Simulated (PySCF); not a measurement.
H6Te, SMILES [TeH6]. The structure is a stationary point at B3LYP-D3(BJ)/def2-TZVP. The def2 effective core potentials stand for the cores of Te; spin–orbit coupling is left out.

Question: Give the equilibrium geometry at B3LYP-D3(BJ)/def2-TZVP (PySCF confirms it by a frequency run) as bond lengths and angles, and its point group. (An estimate is asked for; the answer gives what the named calculation found.)

Answer: point group Oh.
Atoms: Te1 H2 H3 H4 H5 H6 H7. Bond lengths (Å): Te1–H2 1.739, Te1–H3 1.739, Te1–H4 1.739, Te1–H5 1.739, Te1–H6 1.739, Te1–H7 1.739. Bond angles (°): H2–Te1–H3 180.0, H2–Te1–H4 90.0, H2–Te1–H5 90.0, H2–Te1–H6 90.0, H2–Te1–H7 90.0, H3–Te1–H4 90.0, H3–Te1–H5 90.0, H3–Te1–H6 90.0, H3–Te1–H7 90.0, H4–Te1–H5 180.0, H4–Te1–H6 90.0, H4–Te1–H7 90.0, H5–Te1–H6 90.0, H5–Te1–H7 90.0, H6–Te1–H7 180.0.
